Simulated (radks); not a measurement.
Values are calculated unless marked as measured or tabulated.
Coulomb parameter of the 3d shell of the titanium ion Ti2+ in the model configuration [Ar] 3d1 4p1, as a second difference U = [E(n + 0.5) + E(n - 0.5) - 2 E(n)] / (0.5)^2 with all orbitals relaxed. "Bare": the charge of the atom changes with n. "Screened": the 4p shell takes up the change at fixed total charge, which measures U(3d,3d) + U(4p,4p) - 2 U(3d,4p). Level of theory: scalar-relativistic Kohn-Sham, LDA (Slater exchange, Perdew-Wang correlation), spin-unpolarised, spherical densities, finite nucleus; Fermi nuclear charge, rms radius 3.5921 fm (a radial shooting solver on a logarithmic mesh with Libxc functionals).

\begin{tabular}{lrr}
case & configuration & E - E(n) (eV) \\ \hline
start & [Ar] 3d1 4p1 & 0.000 \\
bare +0.5 & [Ar] 3d1.5 4p1 & -11.249 \\
bare -0.5 & [Ar] 3d0.5 4p1 & 14.968 \\
screened +0.5 & [Ar] 3d1.5 4p0.5 & -5.064 \\
screened -0.5 & [Ar] 3d0.5 4p1.5 & 6.153 \\
\end{tabular}

U(bare) = 14.875 eV, U(screened by 4p) = 4.359 eV, against the Slater integral F0(3d,3d) = 19.270 eV with frozen orbitals.
